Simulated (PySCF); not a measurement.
Isomers C₇H₅ClO₂:

A. SMILES C1(C(=O)O)=CC=C(Cl)C=C1
B. SMILES C=Cc1ccoc1C(=O)Cl
C. SMILES C(c1ccc(C=C)o1)(=O)Cl

Spectrum 1. 1H NMR (300 MHz, computed): δ 8.51 (d, 2H), 7.71 (d, 2H), 6.37 (br s, 1H). 13C{1H} NMR (computed): δ 170.2 (C), 152.4 (C), 138.6 (CH), 134.7 (CH), 131.0 (C).

Spectrum 2. 1H NMR (300 MHz, computed): δ 7.67 (m, 1H), 6.79 (m, 1H), 6.75 (m, 1H), 6.66 (m, 1H), 5.93 (m, 1H). 13C{1H} NMR (computed): δ 165.6 (C), 163.5 (C), 149.7 (C), 131.7 (CH), 131.6 (CH), 128.6 (CH2), 120.3 (CH).

Spectrum 3. 1H NMR (300 MHz, computed): δ 7.94 (m, 1H), 7.64 (m, 1H), 7.16 (m, 1H), 6.31 (m, 1H), 6.03 (m, 1H). 13C{1H} NMR (computed): δ 164.7 (C), 154.3 (CH), 145.7 (C), 144.5 (C), 134.9 (CH), 129.2 (CH2), 116.8 (CH).

[PySCF: NMR shieldings at PBE0/pcSseg-1/GIAO; structure optimised with GFN2-xTB; one conformer; non-relativistic; isolated molecule; averaged over atoms made equivalent by symmetry, fast rotation or ring inversion]

δ = σ(ref) − σ, references computed at the same level: 1H (σ = 31.72 ppm) and 13C (σ = 186.93 ppm) vs TMS. Where no couplings were computed, multiplicities follow the n + 1 count of equivalent neighbours, and m marks all less simple cases (inequivalent or close neighbours, rings, F or P nearby). Acid and N–H amide carbonyl carbons lie up to 10 ppm further downfield in solution (hydrogen bonding). Shifts are as computed. Against solution values, carbons near 30 ppm lie about +3 ppm off and those near 130 ppm about +5 ppm; carbons on Cl a further +6 ppm. Of 1211 compounds with measured shifts, 218 miss one by over three times the rms of a fit or turn the order of signals round; such compounds aren't used in these exercises. Carbons bonded to Cl come out too deshielded. OH and NH positions are gas-phase values without hydrogen bonding to other molecules.

Question: Which spectrum belongs to which compound?

Answer: 1–A, 2–C, 3–B.

- Spectrum 1 (A): 5 13C signals; δC 170.2 is a carboxylic acid carbon; δC 138.6 is an aromatic CH.
- Spectrum 2 (C): 7 13C signals; δC 131.7 is an alkene CH; δC 131.6 is an aromatic CH.
- Spectrum 3 (B): 7 13C signals; δC 134.9 is an alkene CH; δC 129.2 is a terminal =CH2 carbon.
